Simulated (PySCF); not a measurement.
## Cost of excited-state runs on `InChI=1S/C7H17O4P/c1-6(2)10-12(8,9-5)11-7(3)4/h6-7H,1-5H3`

Geometry:
| atom | x (Å) | y (Å) | z (Å) |
| --- | --- | --- | --- |
| C1 | 0.552 | 2.582 | -1.109 |
| O2 | 0.629 | 1.319 | -1.750 |
| P3 | 0.086 | 0.025 | -1.000 |
| O4 | 0.220 | -1.200 | -1.781 |
| O5 | 0.826 | -0.026 | 0.430 |
| C6 | 2.003 | -0.831 | 0.525 |
| C7 | 3.198 | -0.063 | -0.023 |
| C8 | 2.177 | -1.210 | 1.989 |
| O9 | -1.380 | 0.480 | -0.587 |
| C10 | -2.232 | -0.509 | 0.002 |
| C11 | -3.551 | -0.504 | -0.757 |
| C12 | -2.409 | -0.186 | 1.479 |
| H13 | 0.828 | 2.498 | -0.057 |
| H14 | 1.250 | 3.238 | -1.629 |
| H15 | -0.461 | 2.980 | -1.182 |
| H16 | 1.844 | -1.728 | -0.084 |
| H17 | 4.093 | -0.675 | 0.035 |
| H18 | 3.351 | 0.851 | 0.548 |
| H19 | 3.010 | 0.194 | -1.064 |
| H20 | 3.060 | -1.832 | 2.108 |
| H21 | 1.307 | -1.759 | 2.340 |
| H22 | 2.290 | -0.313 | 2.594 |
| H23 | -1.749 | -1.488 | -0.111 |
| H24 | -3.997 | 0.486 | -0.716 |
| H25 | -3.376 | -0.767 | -1.797 |
| H26 | -4.235 | -1.224 | -0.316 |
| H27 | -2.892 | 0.782 | 1.589 |
| H28 | -3.021 | -0.947 | 1.956 |
| H29 | -1.438 | -0.148 | 1.966 |

PySCF with density fitting, on 1 thread of an Intel Xeon Platinum 8259CL, shared host. Command: `OMP_NUM_THREADS=1 python excited_run.py task.json out`

(1) How long does this run take, and how much memory?
- vibronic structure, CAM-B3LYP/def2-SVP; full response

Results:

(1) 
| run | level | basis functions | wall time | peak memory (GiB) |
| --- | --- | --- | --- | --- |
| vibronic structure | CAM-B3LYP/def2-SVP | 257 | 5.4 min | 2.1 |

Times from a shared host are rough.
